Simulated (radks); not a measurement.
Question: Pt LXIII, configuration [Ne] 3s2 3p4. All-electron calculation, Dirac Kohn-Sham, relativistic LDA (MacDonald-Vosko exchange, VWN5 correlation), spin-unpolarised, spherical densities, finite nucleus; open shells fill j = l - 1/2 first; Fermi nuclear charge, rms radius 5.427 fm. Program: a radial shooting solver on a logarithmic mesh with Libxc functionals.

Spin-orbit splittings of the eigenvalues, e(l+1/2) - e(l-1/2), with zeta = 2 splitting/(2l+1) and mean radii in bohr:

shell  occ.  splitting (eV)  zeta (eV)  <r> j=l-1/2  <r> j=l+1/2
2p        6            1741       1161      0.05866      0.06678
3p        4               ?          ?       0.1629       0.1751

Estimate the 3p splitting.

Answer: 460.3 eV (zeta = 306.8 eV).
